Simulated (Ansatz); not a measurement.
`C[B@H-]1[F+][B@@H-](C)[F+]1`, charge 0, multiplicity 1.

Problem. Give a relaxed structure at PBE0-D4/def2-TZVP (the Gaussian-basis code of Ansatz). (Estimate.)

Solution. Computed: 
Z-matrix (Å, degrees):
```
C
B 1 1.558
H 1 1.094 2 110.3
H 1 1.093 2 113.1 3 121.2
H 1 1.094 2 110.2 3 -117.6
F 2 1.552 1 112.1 3 -73.1
F 2 1.552 1 112.1 3 -169.5
H 2 1.194 1 123.1 3 58.7
B 6 1.552 2 92.3 1 -118.6
C 9 1.558 6 112.1 2 118.6
H 9 1.194 6 108.2 2 -102.5
H 10 1.094 9 110.3 6 -169.5
H 10 1.094 9 110.2 6 72.9
H 10 1.093 9 113.1 6 -48.3
```
Point group C2v.
This is one stationary point; other conformers may exist.
